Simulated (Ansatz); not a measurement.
```yaml
crystal:
  periodic: [false, false, false]
  atoms:
    - {symbol: C, position_ang: [6.192323, -0.372068, -1.828967]}
    - {symbol: C, position_ang: [5.149522, -0.245305, -0.216269]}
    - {symbol: C, position_ang: [5.758164, 1.292824, 0.785613]}
    - {symbol: C, position_ang: [5.432226, -1.851165, 0.824147]}
    - {symbol: C, position_ang: [3.271751, -0.061502, -0.578179]}
    - {symbol: C, position_ang: [2.131233, 0.101651, 0.762457]}
    - {symbol: C, position_ang: [0.411526, 0.269857, 0.495050]}
    - {symbol: C, position_ang: [-0.203912, 0.242717, -1.151575]}
    - {symbol: S, position_ang: [-2.415968, 0.516586, -1.588385]}
    - {symbol: C, position_ang: [-2.875857, 1.909884, 0.237291]}
    - {symbol: C, position_ang: [-2.447301, 3.593941, -0.021928]}
    - {symbol: C, position_ang: [-2.832781, 4.784612, 1.203292]}
    - {symbol: C, position_ang: [-3.672593, 4.299004, 2.667898]}
    - {symbol: C, position_ang: [-4.120074, 2.619757, 2.904090]}
    - {symbol: C, position_ang: [-3.724758, 1.413115, 1.689576]}
    - {symbol: C, position_ang: [-3.467930, -1.340883, -0.863494]}
    - {symbol: C, position_ang: [-2.647631, -2.605085, 0.025900]}
    - {symbol: C, position_ang: [-3.582820, -3.983474, 0.578262]}
    - {symbol: C, position_ang: [-5.304304, -4.078061, 0.256135]}
    - {symbol: C, position_ang: [-6.102695, -2.792417, -0.637127]}
    - {symbol: C, position_ang: [-5.187683, -1.415295, -1.210168]}
    - {symbol: C, position_ang: [0.887779, 0.082518, -2.511604]}
    - {symbol: C, position_ang: [2.609726, -0.053822, -2.210310]}
    - {symbol: H, position_ang: [6.059037, 0.758230, -2.620888]}
    - {symbol: H, position_ang: [7.534713, -0.499469, -1.508875]}
    - {symbol: H, position_ang: [5.839875, -1.477192, -2.588186]}
    - {symbol: H, position_ang: [5.091667, 1.423492, 1.993990]}
    - {symbol: H, position_ang: [7.112502, 1.179337, 1.063095]}
    - {symbol: H, position_ang: [5.563861, 2.462665, 0.066696]}
    - {symbol: H, position_ang: [5.000234, -2.972881, 0.132703]}
    - {symbol: H, position_ang: [6.781442, -2.011337, 1.104067]}
    - {symbol: H, position_ang: [4.752871, -1.810761, 2.031915]}
    - {symbol: H, position_ang: [2.589498, 0.106021, 2.059446]}
    - {symbol: H, position_ang: [-0.435868, 0.429936, 1.564351]}
    - {symbol: H, position_ang: [-1.803184, 3.969676, -1.180388]}
    - {symbol: H, position_ang: [-2.487564, 6.102189, 1.007235]}
    - {symbol: H, position_ang: [-3.985509, 5.236306, 3.624665]}
    - {symbol: H, position_ang: [-4.781977, 2.235875, 4.047915]}
    - {symbol: H, position_ang: [-4.075209, 0.098345, 1.880939]}
    - {symbol: H, position_ang: [-1.295533, -2.536004, 0.255640]}
    - {symbol: H, position_ang: [-2.949710, -4.996121, 1.261297]}
    - {symbol: H, position_ang: [-6.027512, -5.163557, 0.692210]}
    - {symbol: H, position_ang: [-7.449048, -2.869517, -0.908453]}
    - {symbol: H, position_ang: [-5.791312, -0.423859, -1.946765]}
    - {symbol: H, position_ang: [0.361954, 0.006637, -3.784982]}
    - {symbol: H, position_ang: [3.441880, -0.169992, -3.296584]}
    - {symbol: Br, position_ang: [-2.305025, -1.405409, -4.562762]}
basis:
  gaussian: {orbitals: def2-mTZVP, fitting: {mean_field: def2-universal-jkfit}}
total_charge: 1
magnetization: {spin_polarized: true, initial_magnetization: 1}
hamiltonian: {xc: {name: PBEsol}}
scf: {lower_state_search: off}
output: {forces: true}
```

```sh
$ ansatz run in.yaml --threads 2 --pin off --events-out ev --progress --plain --max-ram 22528MiB --backend cuda --devices 0, --max-vram 18GiB
```

It prints (some lines left out):

```
Functional definition: PBEsol
  name "PBEsol"
  cite "Perdew et al., Phys. Rev. Lett. 100, 136406 (2008) doi:10.1103/PhysRevLett.100.136406"
  cite "Perdew, Burke & Ernzerhof, Phys. Rev. Lett. 77, 3865 (1996) doi:10.1103/PhysRevLett.77.3865"
  parent pbesol
  exchange = pbesol_x
  correlation = pbesol_c
these checks for a lower state are left out or cut short: stability, starts, cluster_reference, orbital_swaps, neighbouring_geometries, increment
2458 factors; integrals over basis functions are off by at most 6.9e-1 eV
mean field evaluation 1: about -103758.7049 eV, gradient 8.4e1 eV
mean field evaluation 2: about -103413.9352 eV, gradient 2.4e2 eV
mean field evaluation 4: about -103546.1167 eV, gradient 1.4e2 eV
mean field evaluation 8: about -103803.2534 eV, gradient 2.5e0 eV
mean field evaluation 16: about -103803.3583 eV, gradient 8.8e-1 eV
mean field -103803.36772257 eV, -3814.7034033548 hartree, gradient 9.4e-6 eV, S^2 0.755170; 0 other end points of the search recorded, 0 dependent functions left out
the calculation of the forces begins
reference -103803.36783977 eV, -3814.7034076619 hartree; 103, 102 occupied and 442, 443 virtual orbitals, 2458 factors
Total energy: -103803.36783977 eV, -3814.7034076619 hartree
Atom 0 force     0.373886    -0.042830    -0.647792 eV/Å
Atom 1 force     0.528763    -0.064046     0.162370 eV/Å
Atom 2 force     0.194675     0.714855     0.364802 eV/Å
Atom 3 force     0.033916    -0.718048     0.382970 eV/Å
Atom 4 force    -2.359738     0.217922    -0.432962 eV/Å
Atom 5 force    -1.060681     0.070579    -1.797729 eV/Å
Atom 6 force     1.372829    -0.242407    -1.284137 eV/Å
Atom 7 force     3.844425    -0.268745     0.689549 eV/Å
Atom 8 force     1.012584    -1.312670     3.455157 eV/Å
Atom 9 force    -1.069325     3.100547     2.755502 eV/Å
Atom 10 force    -0.881664    -0.415874     1.626577 eV/Å
Atom 11 force    -0.714565    -2.270290     0.456001 eV/Å
Atom 12 force     0.542905    -1.605426    -1.714615 eV/Å
Atom 13 force     1.177574     0.832746    -1.892904 eV/Å
Atom 14 force     0.460366     1.769018    -0.294000 eV/Å
Atom 15 force    -1.964407    -2.966549     1.186064 eV/Å
Atom 16 force    -1.975570    -0.256096    -0.350310 eV/Å
Atom 17 force    -1.064464     1.707770    -1.218085 eV/Å
Atom 18 force     1.250682     1.843810    -0.789070 eV/Å
Atom 19 force     2.350447     0.119135     0.337013 eV/Å
Atom 20 force     0.686129    -1.594725     1.000029 eV/Å
Atom 21 force     0.643548    -0.211709     1.737845 eV/Å
Atom 22 force    -1.426059     0.107194     1.447776 eV/Å
Atom 23 force     0.307087    -3.449324     2.595500 eV/Å
Atom 24 force    -4.279072     0.409468    -0.791495 eV/Å
Atom 25 force     0.977616     3.394355     2.494701 eV/Å
Atom 26 force     1.978955    -0.557364    -3.802331 eV/Å
Atom 27 force    -4.244914     0.152717    -0.974518 eV/Å
Atom 28 force     0.538134    -3.767783     2.129313 eV/Å
Atom 29 force     1.307702     3.623559     2.039141 eV/Å
Atom 30 force    -4.188763     0.695505    -0.985421 eV/Å
Atom 31 force     2.054537     0.038545    -3.802915 eV/Å
Atom 32 force    -1.506966    -0.001544    -4.199425 eV/Å
Atom 33 force     2.661468    -0.468976    -3.534073 eV/Å
Atom 34 force    -2.084271    -1.237628     3.782702 eV/Å
Atom 35 force    -1.106399    -4.296704     0.591155 eV/Å
Atom 36 force     1.010762    -3.058314    -3.123152 eV/Å
Atom 37 force     2.154292     1.188159    -3.730955 eV/Å
Atom 38 force     1.157171     4.248858    -0.707902 eV/Å
Atom 39 force    -4.385265    -0.145289    -0.796008 eV/Å
Atom 40 force    -2.018086     3.315370    -2.236098 eV/Å
Atom 41 force     2.357373     3.540920    -1.418029 eV/Å
Atom 42 force     4.388925     0.287492     0.850118 eV/Å
Atom 43 force     1.997375    -3.227558     2.413666 eV/Å
Atom 44 force     1.604733     0.185281     4.086889 eV/Å
Atom 45 force    -2.702687     0.376025     3.531116 eV/Å
Atom 46 force     0.064040     0.240072     0.407969 eV/Å
Dipole moment:    -0.153558     0.314778     1.654940 e Å
Checks for a lower state left out: stability, starts, cluster_reference, orbital_swaps, neighbouring_geometries, increment
```

Hardware: 2 threads of AMD EPYC 7R13 on a shared host and a share (18 GiB) of an NVIDIA H100 80GB HBM3. Wall time 13 s, peak host memory 1.1 GiB.

The dipole of an ion depends on the origin.
